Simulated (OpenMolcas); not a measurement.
# 4d³ along the 39-electron sequence

* Program: OpenMolcas 26.06
* Method: XMS-CASPT2, IPEA 0.25 Eh, imaginary shift 0.1 Eh
* Basis: ANO-RCC-VTZP
* Scalar Hamiltonian: DKH2, point nucleus
* Spin-orbit coupling: RASSI with atomic mean-field integrals over the reference wave functions, term energies averaged over their components

Active space for each ion: 3 electrons in 5 orbitals (4d); closed shells correlated by CASPT2: 4s 4p.

Computed levels in cm-1 above ⁴F_3/2:

```
                               Level   Tc4+   Ru5+   Rh6+   Pd7+
                              ⁴F_5/2   1060   1422   1870   2480
                              ⁴F_7/2   2380   3150   4080   5310
                              ⁴F_9/2   3840   5020   6430   8190
                              ⁴P_3/2  12040  13760  15180  16300
                              ⁴P_1/2  12050  13890  15410  16790
                              ⁴P_5/2  13710  16100  18210  20460
                              ²G_7/2  14320  16360  18570  20490
                              ²G_9/2  15220  17410  19740  21750
                              ²P_1/2  17630  20400  23570  26090
weight of ⁴F in the lowest level (%)     99     98     97     96
```

Mixed levels, with the weight of the term that names them: Ru5+ ²G_9/2 (74 %), Rh6+ ²G_9/2 (68 %), Pd7+ ⁴P_3/2 (73 %), Pd7+ ²G_9/2 (60 %).

The fine-structure level ⁴F_9/2 changes by a factor of 2.13 from Tc4+ to Pd7+. Its fourth root runs 7.87, 8.42, 8.95, 9.51, with steps per unit of Z of 0.55, 0.54, 0.56; equal steps would mean a (Z - σ)^4 law with constant σ.

⁴P_3/2 changes by a factor of 1.35 over the same range, with steps per unit of Z of +1720, +1420, +1120 cm-1.

Term energies are means over components that CASPT2 splits; among the terms shown or strongly mixed into the levels shown the widest spread is 2200 cm-1 (4d³ ⁴F, Tc4+). The CASPT2 spread within a term exceeds the gap to the next term for 4d³ ²P and 4d³ ²H, so the order of their levels is uncertain (holds for Rh6+). Levels of configurations outside the active space are missing.
